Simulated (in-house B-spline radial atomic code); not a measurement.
Configurations of Ne V (Ne4+), with energies counted from [He] 2s2 2p2. Method: non-relativistic HSE06, spin-polarised, spherical fractional occupations, exact exchange averaged over the configuration, point nucleus. Calculated with a B-spline radial code for spherical atoms. Shells without spins written out take the highest spin.

| configuration | E - E(ref) (eV) | highest orbital | its <r> (bohr) |
| --- | --- | --- | --- |
| [He] 2s2 2p1 3s1 | 74.493 | 3s up | 1.982 |
| [He] 2s1 2p2 3s1 | 85.426 | 3s up | 1.977 |

(1) Order these further configurations by energy, lowest first.
A. [He] 2s2 2p1 3d1
B. [He] 2s1 2p2 3d1
C. [He] 2s1 2p3

Answers

(1) C (10.477 eV), A (86.364 eV), B (97.153 eV).
